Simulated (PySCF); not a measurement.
Property card for `CC/C=C\B(OC)OC`

Species: C6H13BO2.
Structure used (PBE0-D3(BJ)/def2-SVP), in Å, numbered top down from 1:
```xyz
22
C6H13BO2 angstrom
C      2.9642    0.2850    1.0440
C      2.2173   -0.3994   -0.0993
C      1.1727   -1.3446    0.4036
C     -0.1630   -1.1796    0.3852
B     -0.9580    0.0446   -0.1717
O     -0.3281    1.2321   -0.3963
C     -1.0304    2.3404   -0.8956
O     -2.2970    0.0014   -0.4431
C     -3.0815   -1.1470   -0.2882
H      2.2759    0.9129    1.6297
H      3.7699    0.9293    0.6602
H      3.4193   -0.4470    1.7307
H      2.9388   -0.9707   -0.7102
H      1.7588    0.3604   -0.7455
H      1.5720   -2.2650    0.8559
H     -0.7442   -2.0081    0.8096
H     -1.4714    2.1321   -1.8843
H     -0.3251    3.1785   -0.9908
H     -1.8496    2.6393   -0.2216
H     -3.1609   -1.4513    0.7696
H     -2.6844   -2.0002   -0.8636
H     -4.0948   -0.9264   -0.6551
```

Structural features include: C=C double bond and three-coordinate boron.

PBE0-D3(BJ)/def2-SVP geometry optimisation, gas phase (PySCF):

```yaml
Point_group: C1
Rotational_constants_A_B_C: 2.345, 0.967, 0.718 GHz
```

From wB97X-D/def2-SVPD ground state, ΔSCF and vertical TDDFT (core frozen in the response) (PySCF):

```yaml
Dipole_moment: 0.84 D
HOMO_energy: -9.13 eV
LUMO_energy: 1.20 eV
HOMO–LUMO_gap: 10.33 eV
Lowest_singlet_excitation: 6.31 eV (197 nm, f = 0.408)
Strongest_line_among_the_10_lowest_singlet_transitions: S1 at 6.31 eV (197 nm, f = 0.408)
Lowest_triplet_excitation_Tamm–Dancoff: 3.99 eV
Static_isotropic_polarisability: 97.6 au
Vertical_ionisation_energy: 9.25 eV
Electronic_spatial_extent_⟨r²⟩_about_the_centre_of_nuclear_charge: 1658 bohr²
```

**B3LYP/pcSseg-1 ground state and GIAO shieldings, non-relativistic (PySCF)**

```yaml
13C_chemical_shifts_computed_TMS_as_zero_by_class: 170.1 (C3), 123.8 (C4), 52.8 (C7/C9), 30.2 (C2), 16.5 (C1) ppm
1H_chemical_shifts_computed_TMS_as_zero_by_class: 6.68 (H15), 5.40 (H16), 3.64 (H17/H18/H19/H20/H21/H22), 2.48 (H13/H14), 1.00 (H10/H11/H12) ppm
Isotropic_shieldings_of_nuclei_other_than_C_and_H_by_class: 72 (B5), 228 (O6/O8) ppm
```

delta-SCF UKS SCAN, pcX-2 on the ionised atom, pcseg-1 elsewhere, spin-free X2C (PySCF):

```yaml
Core_binding_energies: B1s 196.3 (B5), C1s 289.4 (C4), C1s 290.1 (C3), C1s 290.2 (C2), C1s 290.3 (C1), C1s 292.0 (C7/C9), O1s 538.0 (O6/O8) eV
```

Monoisotopic mass (most abundant isotopes): 128.1009 u.

The dipole matches unit charges of opposite sign 0.18 Å apart (1 e·Å = 4.8032 D). The largest Löwdin shares of the HOMO are 0.36 on C4, 0.31 on C3, 0.06 on C2 and 0.05 on O6. S1 lies 4.02 eV below the HOMO–LUMO gap; its leading configuration is HOMO→LUMO, weight 0.88. The rotational constants make it an asymmetric top with κ = (2B − A − C)/(A − C) = -0.69, nearer the prolate limit (−1). The 10 singlets span 6.31 to 8.40 eV, and their oscillator strengths add up to 0.62. The principal polarisabilities are 75.1, 96.6 and 121.0 au; their mean is the isotropic value. No computed singlet falls in the visible range (750 to 380 nm, 1.65 to 3.26 eV); S1 lies 3.05 eV above its blue end.

 NMR classes are plain means over equivalent atoms (diastereotopic ones count apart unless rotation or inversion swaps them), as if these changed places fast; in this geometry the members of some classes differ.

One conformer stands for the species.
